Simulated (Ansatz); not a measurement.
Energy needed to pull apart C2H3BO (SMILES B=CC=O), closed shell, into free ground-state atoms, from the structure below (at a frame of a short PBE0-D4/def2-SVP trajectory); no zero-point or spin–orbit terms; open-shell atoms are treated unrestricted, in their ground-state multiplicity.

B1  (-0.748, 1.000, -0.778)
C2  (0.062, 0.448, 0.219)
C3  (0.436, -0.955, 0.348)
O4  (1.163, -1.399, 1.211)
H5  (-1.434, 1.525, -1.625)
H6  (0.555, 1.020, 1.011)
H7  (-0.073, -1.616, -0.380)
(Å)

Program: Ansatz 0.2.0. Basis: def2-TZVPP. Cores are frozen in the correlated methods.

```
   method  atomization energy (kcal/mol)
   PBE-D4                              ?
r2SCAN-D4                              ?
  PBE0-D4                          699.3
  wB97M-V                          694.6
       HF                          494.5
      MP2                          691.1
     CCSD                          655.4
  CCSD(T)                          669.6
```

Question: What does PBE-D4 give? (An estimate is asked for; the value comes from the calculation.)

Answer: Computed: 721.7 kcal/mol, which is about 52.1 kcal/mol more than CCSD(T)/def2-TZVPP.

Question: What does r2SCAN-D4 give? (Judge from chemistry; the value comes from the calculation.)

Answer: The calculation gives: 699.8 kcal/mol, which is about 30.2 kcal/mol more than CCSD(T)/def2-TZVPP.

In triple zeta the MP2 and coupled-cluster atomization energies are still short of their basis limit by a few kcal/mol a bond, whereas those of the functionals are nearly converged, so these differences are not deviations from converged CCSD(T).

No T1 diagnostic of these runs exceeds 0.018.

For scale, one of the runs: CCSD(T)/def2-TZVPP forces, 166 basis functions, launched by `ansatz run in.yaml --threads 2 --pin off --events-out ev --progress --plain --max-ram 3481MiB`. Hardware: 2 CPU threads of an Arm Neoverse V1, shared host. Wall time 2.8 min; peak host memory 2.5 GiB.
